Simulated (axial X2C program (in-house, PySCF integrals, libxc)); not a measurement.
Correcting the dissociation energy of PdS⁺ for spin–orbit coupling

A spin-free PBE0 curve (one-electron X2C) was computed with an in-house all-electron X2C program for linear molecules (integrals from PySCF), basis Pd dyall-cv3z [12s12p8d5f3g], S dyall-av3z [9s8p3d2f] (cores contracted in-house), for the state M_S = 3/2, Λ = 0 (beyond evenly filled blocks: σα, π+α, π-α). It gives D0 = 2.606 eV to Pd+ + S, which in a spin-free picture are the weighted means of the ground terms.

Measured levels of the ground terms (NIST Handbook of Basic Atomic Spectroscopic Data), in cm⁻¹: Pd+ 2D: J = 5/2 at 0, J = 3/2 at 3539.2; S 3P: J = 2 at 0, J = 1 at 396.1, J = 0 at 573.6.

The molecular state has Λ = 0, so it has no first-order lowering.

Problem. How far does each ground level lie under the (2J+1)-weighted mean of its term?

Solution. Pd+: (6 × 0 + 4 × 3539.2)/10 = 1416 cm⁻¹; S: (5 × 0 + 3 × 396.1 + 1 × 573.6)/9 = 196 cm⁻¹.

Problem. Correct D0.

Solution. D0 = 2.606 + (0 − 1612)/8065.5 = 2.406 eV at PBE0 with these spin–orbit terms.

Second-order spin–orbit effects in the molecule, which grow quickly with Z, are left out. The state is a single determinant with fixed occupations, the lowest that a limited PBE0 search found. Dissociation energies refer to the lowest single-determinant-based atoms at the same level and basis. PBE0 can misorder states that lie within some tenths of an eV, so this need not be the ground state of the molecule. The nearest other spin-free determinant of the search, M_S = 1/2, Λ = 0, lies 0.25 eV up at the distance of the search.
